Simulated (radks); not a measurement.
Charge is removed step by step from the 1s1/2 level of the lithium ion Li+, starting from [He]. Method: Dirac Kohn-Sham, PBE, spin-unpolarised, spherical densities, point nucleus; computed with a radial shooting solver on a logarithmic mesh with Libxc functionals.

removed (e) = 0: E - E(0) (eV) 0.000; eigenvalue (eV) -60.414; E minus straight line (eV) 0.000
removed (e) = 0.125: E - E(0) (eV) 7.834; eigenvalue (eV) -64.939; E minus straight line (eV) -2.075
removed (e) = 0.25: E - E(0) (eV) 16.239; eigenvalue (eV) -69.558; E minus straight line (eV) -3.578
removed (e) = 0.375: E - E(0) (eV) 25.227; eigenvalue (eV) -74.268; E minus straight line (eV) -4.498
removed (e) = 0.5: E - E(0) (eV) 34.809; eigenvalue (eV) -79.062; E minus straight line (eV) -4.824
removed (e) = 0.625: E - E(0) (eV) 44.996; eigenvalue (eV) -83.934; E minus straight line (eV) -4.546
removed (e) = 0.75: E - E(0) (eV) 55.796; eigenvalue (eV) -88.875; E minus straight line (eV) -3.654
removed (e) = 0.875: E - E(0) (eV) 67.217; eigenvalue (eV) -93.876; E minus straight line (eV) -2.141
removed (e) = 1: E - E(0) (eV) 79.266; eigenvalue (eV) -98.921; E minus straight line (eV) 0.000

Removing the whole electron costs 79.266 eV by Delta-SCF, against 60.414 eV from minus the eigenvalue at the starting occupation. Slater's transition state (half an electron removed) gives 79.062 eV. Integrating minus the eigenvalue over the occupation (Janak's theorem) gives 79.266 eV. The mean slope of the eigenvalue, de/dn, is 38.5 eV per electron. Ionisation energy of Li+ in the NIST Atomic Spectra Database: 75.640 eV (theoretical).

Beside tabulated values, note that spin-unpolarised runs miss the spin-polarisation part of the exchange energy of open shells.
